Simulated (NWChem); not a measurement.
HfH$_{3}$I; SMILES [I][HfH3]

def2 effective core potentials on I, Hf; no spin-orbit coupling.

### Question
Give the equilibrium geometry at PBE0/def2-SVP with def2 effective core potentials on I, Hf (NWChem) as an XYZ file, with the point group.

### Answer
point group C3v; any orientation.
```
5

Hf     0.0000     0.0000    -1.0038
I      0.0000     0.0000     1.6959
H     -1.0095     1.3894    -1.6531
H      1.7080     0.1795    -1.6531
H     -0.6985    -1.5689    -1.6531
```
